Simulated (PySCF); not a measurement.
Polarisability and C₆ of Sn⁺ (tin, charge +1)

[Kr] 4d10 5s2 5p1, 2P determinant. Calculation: PySCF 2.14, in aug-cc-pV5Z-PP with ECP28MDF; scalar relativity through the core potential. Coupled (time-dependent) response in atomic units; α is the mean over directions.

```csv
method,mean α (bohr³),"α xx, yy, zz",C₆ (like pair),S(−4)
UHF,28.93,"27.52, 31.75, 27.52",226.7,276.3
PBE,27.13,"24.90, 31.58, 24.90",206.6,260.2
```

S(−4) is the Cauchy moment in α(ω) = α(0) + S(−4) ω² + …

Spin-orbit coupling is absent.

α(iu) at PBE:

```json
{"u (hartree)": "0", "α(iu) (bohr³)": "27.13"}
{"u (hartree)": "0.0500", "α(iu) (bohr³)": "26.49"}
{"u (hartree)": "0.100", "α(iu) (bohr³)": "24.81"}
{"u (hartree)": "0.200", "α(iu) (bohr³)": "20.05"}
{"u (hartree)": "0.300", "α(iu) (bohr³)": "15.57"}
{"u (hartree)": "0.500", "α(iu) (bohr³)": "9.698"}
{"u (hartree)": "0.750", "α(iu) (bohr³)": "6.138"}
{"u (hartree)": "1.00", "α(iu) (bohr³)": "4.363"}
{"u (hartree)": "1.50", "α(iu) (bohr³)": "2.674"}
{"u (hartree)": "2.00", "α(iu) (bohr³)": "1.867"}
{"u (hartree)": "3.00", "α(iu) (bohr³)": "1.082"}
{"u (hartree)": "5.00", "α(iu) (bohr³)": "0.4940"}
```

A single London oscillator, α(iu) = α/(1 + u²/ω²), gives C₆ = (3/4) ω α². Matching the computed C₆ needs ω = 4 × 206.6 / (3 × 27.13²) = 0.374 hartree.

For an ion, C₆ is the dispersion term alone; charge-induced terms of lower order in 1/R come first.

The components differ because the open shell of this determinant is not spherical; for a pure term their mean is the scalar polarisability.

Energies and moments cover only the electrons outside the core potential.
